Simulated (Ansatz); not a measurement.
Reaction (isomerisation): `FC1OC[SiH2]1` → `C=CO[SiH2]F`

Program: Ansatz. Geometries: PBE0-D4/def2-TZVP. ΔE: electronic, gas phase. CBS: MP2 limit from def2 TZ/QZ plus the TZ coupled-cluster correction, frozen cores. Functionals use def2-TZVPP. One conformer a species, not always the lowest.

`FC1OC[SiH2]1`:

Cartesian coordinates in Å:
```
F -1.005 1.822 -0.563
C -0.426 1.043 0.430
O -1.157 -0.136 0.614
C -0.455 -1.125 -0.184
Si 1.057 0.018 -0.207
H -0.444 1.641 1.343
H -0.963 -1.289 -1.139
H -0.401 -2.067 0.362
H 2.074 -0.301 0.827
H 1.719 0.394 -1.483
```

`C=CO[SiH2]F`:

Z-matrix (Å, degrees):
```
Si
F 1 1.592
O 1 1.635 2 110.4
H 1 1.481 2 106.8 3 -119.5
H 1 1.473 2 108.3 3 116.3
C 3 1.360 1 126.6 2 -80.9
C 6 1.322 3 122.4 1 170.1
H 6 1.089 3 115.4 1 -10.7
H 7 1.082 6 121.4 3 -0.8
H 7 1.081 6 119.6 3 179.2
```

| species | r2SCAN-D4 energy (Eh) |
| --- | --- |
| `FC1OC[SiH2]1` | -543.69545 |
| `C=CO[SiH2]F` | -543.82391 |

**Question.** Work out ΔE.

**Answer.** ΔE = (-543.82391) − (-543.69545) = -0.12846 Eh = -337.3 kJ/mol. CCSD(T)/CBS gives -352.4 kJ/mol.

Largest T1 diagnostic among the species: 0.013.

From PBE to PBE0 (25 % exact exchange), in def2-TZVPP and without D4, ΔE moves by −9.8 kJ/mol. In def2-TZVPP, CCSD(T) changes the Hartree–Fock value by +37.9 kJ/mol (the triples alone add +5.1 kJ/mol) and MP2 by +28.3 kJ/mol.
